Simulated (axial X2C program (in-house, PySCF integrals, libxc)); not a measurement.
**Outer orbitals of YS⁻ at 2.326 Å, PBE0**

All values were computed with an in-house all-electron X2C program for linear molecules (integrals from PySCF). Spin-free means the one-electron spin-free X2C Hamiltonian; two-component (2c) means X2C with spin–orbit coupling and atomic mean-field two-electron Coulomb and Gaunt terms, so the difference of the two also holds small scalar two-electron terms. Basis: Y dyall-acv3z [12s13p10d6f3g], S dyall-av3z [9s8p3d2f] (cores contracted in-house); Gaussian nuclei, density fitting, unrestricted open shells. Masses: Y 88.906 u, S 31.972 u.

The distance is close to the 2c PBE0 minimum; the highest filled and lowest empty levels are listed.

Spin-free orbitals, state M_S = 0, Λ = 0 (closed shell) (Löwdin shares):

| symmetry | occupied | ε (eV) | atomic character |
| --- | --- | --- | --- |
| π+α | yes | -25.63 | 98% Y p |
| π-α | yes | -25.63 | 98% Y p |
| σα | yes | -25.54 | 94% Y p |
| σα | yes | -12.39 | 68% S s, 11% Y d, 9% Y p |
| σα | yes | -2.49 | 72% S p, 14% Y d, 7% Y s |
| π-α | yes | -2.06 | 67% S p, 20% Y d, 5% Y f |
| π+α | yes | -2.06 | 67% S p, 20% Y d, 5% Y f |
| σα | yes | -0.30 | 63% Y s, 13% Y p, 11% Y d |
| π-α | no | 1.68 | 96% Y p, 3% Y d |
| π+α | no | 1.68 | 96% Y p, 3% Y d |
| σα | no | 1.68 | 86% Y p, 11% Y s, 2% Y d |
| σα | no | 2.08 | 84% Y s, 14% Y p, 2% Y d |

One partner of each degenerate Kramers or spin pair is listed.

Spinors with spin–orbit coupling (state Ω = 0):

```csv
ω,occupied,ε (eV),atomic character,λ mixture
1/2,yes,-26.53,97% Y p,"70% π, 30% σ"
3/2,yes,-25.14,98% Y p,100% π
1/2,yes,-25.08,96% Y p,"70% σ, 30% π"
1/2,yes,-12.39,"68% S s, 11% Y d, 9% Y p",100% σ
1/2,yes,-2.49,"72% S p, 14% Y d, 7% Y s",100% σ
1/2,yes,-2.09,"67% S p, 19% Y d, 5% Y f",100% π
3/2,yes,-2.04,"67% S p, 20% Y d, 5% Y f",100% π
1/2,yes,-0.30,"63% Y s, 13% Y p, 11% Y d",100% σ
1/2,no,1.68,"96% Y p, 3% Y d",100% π
3/2,no,1.68,"97% Y p, 3% Y d",100% π
1/2,no,1.69,"85% Y p, 12% Y s, 2% Y d",100% σ
1/2,no,2.09,"83% Y s, 14% Y p",100% σ
```

One partner of each degenerate Kramers or spin pair is listed.

Mulliken charges and populations of the two-component result (they depend on the basis, above all on diffuse functions):

Y -0.15 e (s 9.75 p 18.27 d 11.08 f 0.04 g 0.01), S -0.85 e (s 5.93 p 10.89 d 0.03).

The state is a single determinant with fixed occupations, the lowest that a limited PBE0 search found. The highest occupied level of some functionals is positive through self-interaction error; at Hartree–Fock it is bound.
